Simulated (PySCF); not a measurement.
Values are calculated unless marked as measured or tabulated.
# Si2BH6S

The system: Si2BH6S, a small molecule (built as: end group S); neutral, doublet. The structure, one conformer, was relaxed in the gas phase by PBE0-D3(BJ)/def2-SVP. No frequency run checks that it is a minimum.

SMILES: [SiH3]B([SiH3])[S]

| atom | x (Å) | y (Å) | z (Å) |
| --- | --- | --- | --- |
| Si1 | 0.087 | 1.432 | -0.946 |
| B2 | -0.234 | 0.395 | 0.781 |
| Si3 | 0.025 | -1.619 | 0.603 |
| S4 | -0.683 | 1.146 | 2.225 |
| H5 | 0.252 | 2.898 | -0.720 |
| H6 | 1.302 | 0.892 | -1.633 |
| H7 | -1.101 | 1.190 | -1.822 |
| H8 | 1.500 | -1.870 | 0.562 |
| H9 | -0.583 | -2.383 | 1.732 |
| H10 | -0.570 | -2.082 | -0.689 |

EPR values by unrestricted B3LYP, IGLO-III on B S Si, pcH-1 on H.

**Question.** Predict g and the largest hyperfine couplings. Where does the spin sit?

**Answer.** g = 2.0030, 2.0083, 2.0236. The spin sits on S4 (74 %, bonded to 1 B) by Mulliken populations.
```json
{"atom": "Si1", "isotope": "29Si", "isotropic (MHz)": "-137.1", "dipolar, principal values (MHz)": "-36.4, 18.1, 18.3"}
{"atom": "Si3", "isotope": "29Si", "isotropic (MHz)": "-135.5", "dipolar, principal values (MHz)": "-36.1, 17.9, 18.1"}
{"atom": "S4", "isotope": "33S", "isotropic (MHz)": "19.1", "dipolar, principal values (MHz)": "-66.9, -59.3, 126.2"}
{"atom": "B2", "isotope": "11B", "isotropic (MHz)": "-30.7", "dipolar, principal values (MHz)": "-11.1, -2.8, 13.9"}
{"atom": "H6", "isotope": "1H", "isotropic (MHz)": "13.2", "dipolar, principal values (MHz)": "-2.3, -0.7, 3.0"}
{"atom": "H10", "isotope": "1H", "isotropic (MHz)": "12.4", "dipolar, principal values (MHz)": "-2.3, -0.7, 3.0"}
```

**Question.** How do the isotropic couplings move with BHandHLYP?

**Answer.** Si1 -137.1 to -136.8 MHz, Si3 -135.5 to -135.3 MHz, S4 19.1 to 33.8 MHz, B2 -30.7 to -38.7 MHz.
